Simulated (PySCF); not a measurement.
A structure optimised at PBE0-D3(BJ)/def2-SVP, used in a PySCF frequency run:

```xyz
7

W      0.0433     0.1152     0.0000
S      0.9558    -0.6795    -1.7481
S      0.9558    -0.6795     1.7481
Cl    -2.1900    -0.3480     0.0000
N      0.3461     2.0046     0.0000
H      0.5089     2.5524     0.8420
H      0.5089     2.5524    -0.8420
```

**Question.** Write its SMILES, formula and point group.

**Answer.** [NH2][W](=[S])(=[S])[Cl], ClH2NS2W, Cs

**Question.** What are its rotational constants (standard atomic weights)?

**Answer.** 1.6674, 1.5002, 1.1794 GHz
